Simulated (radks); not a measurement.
Results of a calculation; reference values are marked as such.
All-electron atom: Sm11+ in [Kr] 4d10 4f3 5s2.

Level of theory: Dirac Kohn-Sham, exchange-only PBE, spin-unpolarised, spherical densities, finite nucleus; open shells fill j = l - 1/2 first; Fermi nuclear charge, rms radius 5.0819 fm (a radial shooting solver on a logarithmic mesh with Libxc functionals).

Energy parts (eV):
part                  energy
total             -282928.53
kinetic            306905.56
electron-nucleus  -683404.94
Hartree             99736.28
exchange            -6165.43

Orbitals (lengths in bohr, moments of r in powers of bohr; r(max) is where P^2 peaks; r(90%) holds 90 % of the orbital's charge):
| orbital | occ. | eigenvalue (eV) | <r> | r(90%) | <r^2> | r(max) |
|---|---|---|---|---|---|---|
| 1s1/2 | 2 | -46823.29 | 0.02274 | 0.0411 | 0.0007049 | 0.01449 |
| 2s1/2 | 2 | -7810.751 | 0.09650 | 0.150 | 0.01105 | 0.08231 |
| 2p1/2 | 2 | -7414.259 | 0.08073 | 0.133 | 0.008048 | 0.06236 |
| 2p3/2 | 4 | -6811.328 | 0.08735 | 0.142 | 0.009291 | 0.06800 |
| 3s1/2 | 2 | -1863.453 | 0.2545 | 0.374 | 0.07414 | 0.2339 |
| 3p1/2 | 2 | -1692.730 | 0.2441 | 0.367 | 0.06930 | 0.2209 |
| 3p3/2 | 4 | -1570.595 | 0.2568 | 0.384 | 0.07648 | 0.2329 |
| 3d3/2 | 4 | -1274.295 | 0.2285 | 0.357 | 0.06152 | 0.1857 |
| 3d5/2 | 6 | -1247.772 | 0.2325 | 0.362 | 0.06353 | 0.1891 |
| 4s1/2 | 2 | -520.7272 | 0.5737 | 0.823 | 0.3712 | 0.5377 |
| 4p1/2 | 2 | -454.8140 | 0.5858 | 0.850 | 0.3899 | 0.5428 |
| 4p3/2 | 4 | -427.1871 | 0.6129 | 0.888 | 0.4263 | 0.5677 |
| 4d3/2 | 4 | -318.0649 | 0.6444 | 0.961 | 0.4788 | 0.5762 |
| 4d5/2 | 6 | -312.9661 | 0.6533 | 0.973 | 0.4919 | 0.5841 |
| 5s1/2 | 2 | -202.0880 | 1.212 | 1.70 | 1.636 | 1.158 |
| 4f5/2 | 3 | -183.1263 | 0.7369 | 1.17 | 0.6474 | 0.5700 |
| 4f7/2 | 0 | -182.3205 | 0.7412 | 1.18 | 0.6548 | 0.5736 |

The highest occupied level is 4f5/2 at -183.13 eV. For comparison, the ionisation energy in NIST's Atomic Spectra Database is 208 eV (theoretical). In exact Kohn-Sham theory the highest level is minus the ionisation energy, but local and semilocal functionals leave it too shallow, through self-interaction and a potential that decays too fast; potentials with the right tail come closer. Summed over all electrons, <r^2> = 14.60 bohr^2, which gives a Langevin (diamagnetic) susceptibility term of -11.6 x 10^-6 cm^3/mol.

Beside tabulated values, note that spin-unpolarised runs miss the spin-polarisation part of the exchange energy of open shells.
